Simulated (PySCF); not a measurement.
PySCF input (M06-2X/6-31G* with LANL2DZ past Ar (5d)):

```python
from pyscf import gto, dft

mol = gto.M(
    atom='''
    C     1.50667900   -1.19520800   -0.23738700
    Ge   -0.03532900    0.01555800    0.15043100
    C    -1.51519800   -0.70222400   -1.03977800
    C     0.44470700    1.72690900   -0.83072300
    N    -0.28714000    0.06690200    1.91459600
    H     1.70602000   -1.26368200   -1.31059000
    H     2.40286600   -0.82313400    0.26405700
    H     1.29525900   -2.19591800    0.14591400
    H    -1.81302000   -1.69525600   -0.69420300
    H    -2.39056400   -0.04852400   -0.98456200
    H    -1.20185700   -0.77184900   -2.08715000
    H     0.66750600    1.54506600   -1.88775300
    H    -0.38412600    2.43828200   -0.77054500
    H     1.31801300    2.18539000   -0.36023000
    H    -1.07672100    0.68659200    2.11642200
    ''',
    basis={'default': '6-31g*', 'Ge': 'lanl2dz'},
    ecp={'Ge': 'lanl2dz'},
    charge=-1,
    spin=0,
    verbose=4,
)

mf = dft.RKS(mol, xc='m062x')
mf.grids.level = 4
mf.conv_tol = 1e-9
mf.max_cycle = 100
mf.max_memory = 1500
mf.kernel()
if not mf.converged:
    mf = mf.newton()
    mf.kernel(mf.make_rdm1())
mf.dip_moment()
```

From the output:

```
tot grids = 300968
init E= -166.118130650112
  HOMO = -0.221854791144686  LUMO = 0.0699686639489432  gap/eV = 7.94092
cycle= 1 E= -178.486443608559  delta_E= -12.4  |g|= 0.935  |ddm|= 3.64
  HOMO = 0.114455703124037  LUMO = 0.285682686354326  gap/eV = 4.65932
cycle= 2 E= -178.314119295346  delta_E= 0.172  |g|= 1.24  |ddm|= 3.45
  HOMO = -0.0547030504792403  LUMO = 0.273214699709557  gap/eV = 8.92310
cycle= 3 E= -178.712643182711  delta_E= -0.399  |g|= 0.254  |ddm|=  2.5
  HOMO = -0.0209085184636955  LUMO = 0.274848578860764  gap/eV = 8.04796
cycle= 4 E= -178.728964810341  delta_E= -0.0163  |g|= 0.0448  |ddm|= 0.309
  HOMO = -0.0200578465838674  LUMO = 0.278444224765547  gap/eV = 8.12266
cycle= 5 E= -178.729474692963  delta_E= -0.00051  |g|= 0.00848  |ddm|= 0.0503
  HOMO = -0.0222319453949336  LUMO = 0.277684547081231  gap/eV = 8.16114
cycle= 6 E= -178.729495424696  delta_E= -2.07e-05  |g|= 0.0015  |ddm|= 0.0126
  HOMO = -0.0223447074402188  LUMO = 0.277797788872926  gap/eV = 8.16729
cycle= 7 E= -178.729496500071  delta_E= -1.08e-06  |g|= 0.000282  |ddm|= 0.00454
  HOMO = -0.0223112441310001  LUMO = 0.277799930450815  gap/eV = 8.16644
cycle= 8 E= -178.729496544251  delta_E= -4.42e-08  |g|= 0.000136  |ddm|= 0.00109
  HOMO = -0.022297670248717  LUMO = 0.277802865702649  gap/eV = 8.16615
cycle= 9 E= -178.729496550766  delta_E= -6.52e-09  |g|= 4.33e-05  |ddm|= 0.000305
  HOMO = -0.0222951260163136  LUMO = 0.277802137725486  gap/eV = 8.16606
cycle= 10 E= -178.72949655154  delta_E= -7.74e-10  |g|= 6.1e-06  |ddm|= 0.000115
  HOMO = -0.0222960405650348  LUMO = 0.277802231849689  gap/eV = 8.16609
Extra cycle  E= -178.729496551565  delta_E= -2.48e-11  |g|= 4.5e-06  |ddm|= 2.77e-05
converged SCF energy = -178.729496551565

WARN: System has nonzero charge -1; the dipole moment is origin-dependent.
Location of origin: [0. 0. 0.]

Dipole moment(X, Y, Z, Debye): -0.08085,  0.44634, -4.42878
```

The dipole moment of an ion depends on the origin.

The geometry given is a B3LYP-D3(BJ)/def2-TZVP minimum.
